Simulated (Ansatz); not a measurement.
Reaction (ligand exchange at the Si–S bond): `N[SiH2]S[SiH2]N` + `O[SiH2][SiH3]` → `N[SiH2]O[SiH2][SiH3]` + `N[SiH2]S`

Computed with Ansatz on PBE0-D4/def2-TZVP structures; ΔE is electronic, products minus reactants. CBS: MP2 limit from def2 TZ/QZ plus the TZ coupled-cluster correction, frozen cores. DFT in def2-TZVPP. One conformer a species, not always the lowest.

| level | ΔE (kcal/mol) |
| --- | --- |
| r2SCAN-D4 | -11.2 |
| B2PLYP | -13.2 |
| r2SCAN | -11.2 |
| PBE0 | -9.9 |
| SCS-MP2/def2-TZVPP | -13.1 |
| CCSD/def2-TZVPP | -13.6 |
| HF/def2-QZVPP | -18.3 |
| MP2/def2-QZVPP | -11.4 |

(1) What does CCSD(T)/CBS give? (An estimate is asked.)

Largest T1 diagnostic among the species: 0.012.

Answers

(1) The calculation gave: -12.1 kcal/mol. The listed levels differ from it by 0.9, -1.1, 0.9, 2.2, -1.0, -1.5, -6.2, 0.7 kcal/mol.

In def2-TZVPP, CCSD(T) changes the Hartree–Fock value by +5.2 kcal/mol (the triples alone add +1.1 kcal/mol) and MP2 by +6.3 kcal/mol. From PBE to PBE0 (25 % exact exchange), in def2-TZVPP and without D4, ΔE moves by −1.3 kcal/mol.
